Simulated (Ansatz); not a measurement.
B(All)(F)(H) (C₃H₆BF), SMILES C=CCBF.

Geometry optimised at PBE-D3(BJ)/def2-SVP. The structure was generated by enumeration, and PubChem lists no compound with its InChIKey, so it may never have been made. Other conformers were not sampled.

Two levels are set side by side: PBE/def2-SVPD (Ansatz, a quantum-chemistry and plane-wave program) and CAM-B3LYP/def2-SVPD (Ansatz). Energy differences of separate SCF runs at the same geometry; the states with an electron removed or added have multiplicity 2 and 2. Differences are taken from unrounded values.

```tsv
quantity	CAM-B3LYP	PBE	PBE minus CAM-B3LYP
vertical ionisation energy (eV)	9.69	9.39	-0.30
vertical singlet–triplet gap (eV)	4.22	4.22	0.00
```
